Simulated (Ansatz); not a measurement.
## Ligand exchange: CHBr2F + C2H4Si → CH2Br2 + C2H3FSi

Species: CHBr2F (dibromofluoromethane) `FC(Br)Br`, singlet; C2H4Si (ethynylsilane) `C#C[SiH3]`, singlet; CH2Br2 (dibromomethane) `BrCBr`, singlet; C2H3FSi `C#C[SiH2]F`, singlet. The partners trade F for H: C–F and Si–H bonds give way to C–H and Si–F.

Shapes, held fixed at every level: PBE0-D4/def2-TZVP. Programs: Ansatz 0.2.0. The zero-point and thermal change to 298 K, harmonic and unscaled (PBE0-D4/def2-TZVP), is +8.6 kJ/mol.

```json
{"level": "HF/def2-TZVPP", "kind": "Hartree–Fock", "ΔH(298 K) (kJ/mol)": "-225.5", "less CCSD(T)/def2-TZVPP": "-13.2"}
{"level": "r2SCAN-D4/def2-TZVPP", "kind": "meta-GGA", "ΔH(298 K) (kJ/mol)": "-200.2", "less CCSD(T)/def2-TZVPP": "+12.1"}
{"level": "PBE0-D4/def2-TZVPP", "kind": "global hybrid", "ΔH(298 K) (kJ/mol)": "-198.6", "less CCSD(T)/def2-TZVPP": "+13.7"}
{"level": "wB97M-V/def2-TZVPP", "kind": "range-separated hybrid", "ΔH(298 K) (kJ/mol)": "-205.8", "less CCSD(T)/def2-TZVPP": "+6.5"}
{"level": "wB97X-V/def2-TZVPP", "kind": "range-separated hybrid", "ΔH(298 K) (kJ/mol)": "-202.6", "less CCSD(T)/def2-TZVPP": "+9.7"}
{"level": "CCSD/def2-TZVPP", "kind": "coupled cluster or CI", "ΔH(298 K) (kJ/mol)": "-216.2", "less CCSD(T)/def2-TZVPP": "-3.9"}
{"level": "CCSD(T)/def2-TZVPP", "kind": "coupled cluster or CI", "ΔH(298 K) (kJ/mol)": "-212.3", "less CCSD(T)/def2-TZVPP": "0.0"}
```

The highest level, CCSD(T)/def2-TZVPP, gives ΔH(298 K) = -212.3 kJ/mol; the levels span -225.5 to -198.6. The column of differences is taken from that level and isn't an error. No measured value is set beside it here. Relativity is left out for Br. Outer-core shells of Br are correlated, in sets that cover them unevenly.
